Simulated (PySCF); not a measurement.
F2H4SSi2, SMILES F[SiH](F)S[SiH3].

The structure is a stationary point at TPSSh-D3(BJ)/def2-SVP. The structure was generated by enumeration, and PubChem lists no compound with its InChIKey, so it may never have been made. Other conformers were not sampled.

Method: M06-2X/def2-TZVP in PySCF.

The molecule is in vacuum.

Computed frontier levels, gap, dipole moment and polarisability:
```
Item                                                                                                            Value
---------------------------------------------------------------------------------------------  ----------------------
highest occupied level                                                                                       -9.23 eV
lowest empty level                                                                                            0.33 eV
orbital gap                                                                                                   9.56 eV
dipole moment                                                                                                  1.18 D
quadrupole, principal values (traceless, Buckingham form, about the centre of nuclear charge)  -4.83, -4.23, 9.06 D·Å
mean static polarisability                                                                       66.7 bohr³ (9.88 Å³)
polarisability, principal values                                                               55.0, 63.1, 81.9 bohr³
```
